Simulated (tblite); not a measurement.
A geometry optimisation, step by step.

Compound: CH9N2SeSi2 (doublet state).
Atom-mapped SMILES: `[CH3:1][N:2][Si@H:3]([SeH:4])[SiH2:5][NH2:6]` (hydrogens: H7, H8, H9 on C1; H10 on Si3; H11 on Se4; H12, H13 on Si5; H14, H15 on N6)

Computed with GFN2-xTB (tblite), gas phase: L-BFGS steps from a force-field or distance-geometry start until the largest atomic force falls under 0.01 eV/Å. 8 of its 103 geometries are shown.

Step 0: E = -521.5498 eV, largest atomic force 4.028 eV/Å
```
atom  x, y, z in Å  |  force x, y, z in eV/Å
C1      2.031   -0.745    0.935   -0.259   0.765   0.543
N2      1.115    0.383    1.167   -0.470  -0.332  -2.993
Si3     0.465    0.973   -0.382    2.421   0.136   3.216
Se4    -0.598    2.976   -0.044   -0.800  -0.478   0.813
Si5    -1.018   -0.494   -1.198   -1.841  -1.282  -0.283
N6     -2.301   -0.800    0.004    1.431   1.310   0.291
H7      2.435   -1.081    1.904   -0.217   0.164  -0.262
H8      1.484   -1.589    0.479    0.356   0.266   0.082
H9      2.877   -0.434    0.292   -0.406  -0.374   0.196
H10     1.542    1.172   -1.348   -0.118   0.249  -0.251
H11    -1.515    2.316    1.012    0.702   0.636  -0.791
H12    -0.331   -1.755   -1.516   -0.094   0.119   0.155
H13    -1.626    0.055   -2.420   -0.064  -0.094   0.148
H14    -1.811   -1.098    0.882   -0.926   0.250  -0.811
H15    -2.753    0.128    0.210    0.285  -1.335  -0.054
```

Step 15: E = -522.4356 eV, largest atomic force 0.358 eV/Å
```
atom  x, y, z in Å  |  force x, y, z in eV/Å
C1      2.063   -0.811    0.984   -0.032   0.117   0.020
N2      1.111    0.257    0.959    0.042   0.019  -0.122
Si3     0.641    1.055   -0.406    0.083  -0.109   0.098
Se4    -0.641    2.947   -0.014    0.210   0.171  -0.202
Si5    -1.012   -0.462   -1.224   -0.194  -0.037   0.109
N6     -2.186   -0.700    0.002   -0.060  -0.080  -0.048
H7      2.356   -1.019    2.014   -0.067   0.118   0.059
H8      1.627   -1.733    0.584   -0.013   0.003  -0.051
H9      2.956   -0.575    0.403    0.099  -0.111   0.009
H10     1.427    1.519   -1.557   -0.004   0.042  -0.026
H11    -1.443    2.410    1.015   -0.143  -0.163   0.285
H12    -0.374   -1.751   -1.431    0.108  -0.085  -0.033
H13    -1.733    0.039   -2.380   -0.038   0.077  -0.106
H14    -1.914   -1.180    0.849   -0.107   0.169  -0.065
H15    -2.882    0.011    0.180    0.117  -0.130   0.074
```

Step 29: E = -522.4865 eV, largest atomic force 0.108 eV/Å
```
atom  x, y, z in Å  |  force x, y, z in eV/Å
C1      2.087   -0.792    1.016   -0.011  -0.014   0.019
N2      1.191    0.297    0.841   -0.010   0.003   0.052
Si3     0.647    1.050   -0.509    0.033  -0.014  -0.008
Se4    -0.582    2.939    0.079   -0.043   0.008   0.021
Si5    -1.063   -0.465   -1.244    0.051   0.022  -0.012
N6     -2.228   -0.734   -0.019   -0.054  -0.048  -0.068
H7      2.257   -0.909    2.088    0.055  -0.023   0.009
H8      1.649   -1.726    0.646   -0.021  -0.006  -0.001
H9      3.048   -0.661    0.509   -0.019   0.053   0.032
H10     1.366    1.554   -1.689   -0.050   0.013  -0.029
H11    -1.340    2.347    1.144    0.102  -0.008  -0.033
H12    -0.369   -1.727   -1.473   -0.006  -0.034  -0.008
H13    -1.772    0.053   -2.408   -0.032   0.001   0.013
H14    -1.959   -1.179    0.846    0.014   0.043  -0.023
H15    -2.939   -0.040    0.150   -0.008   0.004   0.036
```

Step 44: E = -522.5036 eV, largest atomic force 0.119 eV/Å
```
atom  x, y, z in Å  |  force x, y, z in eV/Å
C1      2.090   -0.759    1.058    0.003  -0.021   0.011
N2      1.198    0.327    0.845   -0.038  -0.020  -0.026
Si3     0.636    1.021   -0.529    0.030   0.111  -0.030
Se4    -0.583    2.909    0.084   -0.026  -0.045  -0.011
Si5    -1.085   -0.464   -1.280    0.000  -0.068  -0.060
N6     -2.253   -0.758   -0.064   -0.027  -0.012  -0.003
H7      2.236   -0.867    2.135    0.031  -0.003   0.001
H8      1.662   -1.699    0.686    0.027   0.009  -0.004
H9      3.063   -0.622    0.577   -0.027   0.003   0.019
H10     1.272    1.522   -1.760    0.051  -0.026  -0.003
H11    -1.103    2.284    1.257    0.004   0.052   0.061
H12    -0.399   -1.733   -1.520   -0.020   0.026  -0.026
H13    -1.815    0.077   -2.424    0.036  -0.024   0.035
H14    -1.959   -1.166    0.809   -0.005  -0.002   0.006
H15    -2.965   -0.064    0.104   -0.038   0.019   0.033
```

Step 58: E = -522.5279 eV, largest atomic force 0.071 eV/Å
```
atom  x, y, z in Å  |  force x, y, z in eV/Å
C1      2.088   -0.724    1.090   -0.004   0.012  -0.013
N2      1.111    0.279    0.834   -0.002  -0.010   0.006
Si3     0.605    0.977   -0.560   -0.043  -0.018   0.031
Se4    -0.740    2.781    0.070    0.028   0.033   0.047
Si5    -1.122   -0.501   -1.328   -0.015   0.005   0.035
N6     -2.294   -0.787   -0.111    0.003   0.005   0.012
H7      2.218   -0.799    2.172    0.029   0.003  -0.040
H8      1.751   -1.701    0.725   -0.005  -0.005   0.012
H9      3.054   -0.514    0.622    0.013   0.005   0.048
H10     1.291    1.492   -1.753    0.007   0.018  -0.010
H11    -0.706    2.424    1.450    0.006   0.027  -0.028
H12    -0.465   -1.769   -1.617    0.017  -0.067  -0.016
H13    -1.824    0.099   -2.453   -0.035   0.007  -0.046
H14    -1.985   -1.172    0.769    0.002  -0.024  -0.021
H15    -2.988   -0.077    0.068    0.000   0.011  -0.016
```

Step 73: E = -522.5349 eV, largest atomic force 0.038 eV/Å
```
atom  x, y, z in Å  |  force x, y, z in eV/Å
C1      2.099   -0.705    1.108    0.006  -0.003   0.001
N2      1.076    0.241    0.831   -0.022   0.011  -0.011
Si3     0.559    0.950   -0.555    0.028  -0.007  -0.012
Se4    -0.746    2.772    0.126    0.003   0.003  -0.021
Si5    -1.149   -0.529   -1.365   -0.018   0.008   0.008
N6     -2.325   -0.809   -0.151   -0.004  -0.002   0.007
H7      2.218   -0.763    2.192    0.018  -0.002   0.032
H8      1.821   -1.704    0.754   -0.025  -0.021  -0.018
H9      3.062   -0.452    0.658    0.025   0.027  -0.008
H10     1.259    1.495   -1.731   -0.018  -0.018   0.009
H11    -0.498    2.544    1.508    0.002   0.002   0.017
H12    -0.516   -1.809   -1.671    0.018   0.009   0.013
H13    -1.854    0.071   -2.492    0.003   0.015  -0.012
H14    -2.018   -1.217    0.720   -0.013  -0.022  -0.002
H15    -2.993   -0.078    0.046   -0.003   0.001  -0.004
```

Step 87: E = -522.5373 eV, largest atomic force 0.043 eV/Å
```
atom  x, y, z in Å  |  force x, y, z in eV/Å
C1      2.109   -0.698    1.110    0.010  -0.012   0.010
N2      1.076    0.244    0.844    0.032  -0.029   0.001
Si3     0.554    0.941   -0.545    0.003   0.009   0.013
Se4    -0.714    2.790    0.125   -0.016   0.009  -0.008
Si5    -1.160   -0.523   -1.360    0.000   0.003   0.004
N6     -2.353   -0.817   -0.167   -0.007  -0.013   0.006
H7      2.235   -0.767    2.193   -0.001   0.011  -0.004
H8      1.840   -1.697    0.746   -0.009   0.028  -0.012
H9      3.068   -0.428    0.659   -0.014  -0.002   0.006
H10     1.244    1.458   -1.737    0.013   0.009  -0.008
H11    -0.477    2.577    1.512    0.008  -0.005  -0.006
H12    -0.499   -1.794   -1.649   -0.023   0.010  -0.004
H13    -1.851    0.081   -2.495    0.012  -0.007   0.008
H14    -2.071   -1.277    0.685   -0.009  -0.016   0.007
H15    -3.006   -0.081    0.056    0.001   0.005  -0.013
```

Step 102: E = -522.5388 eV, largest atomic force 0.009 eV/Å
```
atom  x, y, z in Å  |  force x, y, z in eV/Å
C1      2.123   -0.689    1.115    0.002   0.000   0.001
N2      1.087    0.249    0.851    0.001  -0.004   0.002
Si3     0.554    0.938   -0.538   -0.004  -0.003   0.002
Se4    -0.721    2.787    0.125    0.001  -0.003   0.003
Si5    -1.167   -0.525   -1.348    0.002  -0.001   0.000
N6     -2.384   -0.832   -0.182    0.000   0.002   0.002
H7      2.244   -0.766    2.198    0.001   0.002  -0.003
H8      1.860   -1.685    0.738    0.002   0.006  -0.002
H9      3.082   -0.408    0.669    0.001  -0.005   0.005
H10     1.247    1.452   -1.730   -0.003   0.000  -0.003
H11    -0.412    2.615    1.504   -0.004   0.003  -0.003
H12    -0.517   -1.798   -1.647   -0.003  -0.001   0.000
H13    -1.840    0.095   -2.485    0.002   0.001   0.003
H14    -2.138   -1.340    0.654    0.001   0.004  -0.008
H15    -3.022   -0.087    0.056    0.002   0.000   0.001
```

Q: Summarise the path.

A: The energy falls by 0.9889 eV from step 0 to step 102; nine tenths of that is first reached at step 16. It falls at every step. The largest force goes from 4.028 to 0.009 eV/Å. Among the bonds Si3–Si5 changes most, from 2.240 to 2.400 Å; the atoms move by 0.470 Å rms after alignment.

What follows is the cost of the whole relaxation. On an Arm Neoverse V2 with one thread, no GPU, shared host, this took 0.71 s wall.
